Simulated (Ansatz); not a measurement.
Start from `C[Si](O)(O)O` and change one atom or group to get `O[Si](O)(O)[SeH]`.

Ansatz, PBE0-D4/def2-TZVP geometries, multiplicity 1. Each molecule was computed in one conformer, which needn't be the lowest.

Scalar relativity is left out up to krypton.

| property | `C[Si](O)(O)O` |
| --- | --- |
| HOMO energy (ωB97M-V/def2-TZVPP) / eV | -11.07 |
| HOMO energy (B3LYP/def2-TZVPP) / eV | -8.47 |
| HOMO–LUMO gap (B3LYP/def2-TZVPP) / eV | 8.69 |
| HOMO energy (PBE/def2-TZVPP) / eV | -7.11 |
| LUMO energy (PBE0/def2-TZVPP) / eV | 0.61 |
| ideal-gas entropy at 298 K and 1 bar (rigid rotor, harmonic PBE0-D4/def2-TZVP) / J/(mol·K) | 352 |

Question: What does the change do to each property? (Estimate.)

Answer: Ansatz gave: 
```tsv
property	`O[Si](O)(O)[SeH]`	shift
HOMO energy (ωB97M-V/def2-TZVPP) / eV	-9.27	1.80
HOMO energy (B3LYP/def2-TZVPP) / eV	-6.85	1.62
HOMO–LUMO gap (B3LYP/def2-TZVPP) / eV	6.67	-2.02
HOMO energy (PBE/def2-TZVPP) / eV	-5.90	1.21
LUMO energy (PBE0/def2-TZVPP) / eV	0.18	-0.43
ideal-gas entropy at 298 K and 1 bar (rigid rotor, harmonic PBE0-D4/def2-TZVP) / J/(mol·K)	367	15
```

With PBE0 the HOMO rises by 1.61 eV and the LUMO falls by 0.43 eV, so the gap narrows by about 2.04 eV. PBE moves the HOMO by 1.21 eV and ωB97M-V by 1.80 eV. The zero-point energy changes by -73.4 kJ/mol with -6 modes.

B3LYP here is the variant with VWN-RPA as its local correlation; programs differ in this.

Spin–orbit coupling is left out; it splits and shifts lone-pair levels of the heavy atoms by tenths of an eV.
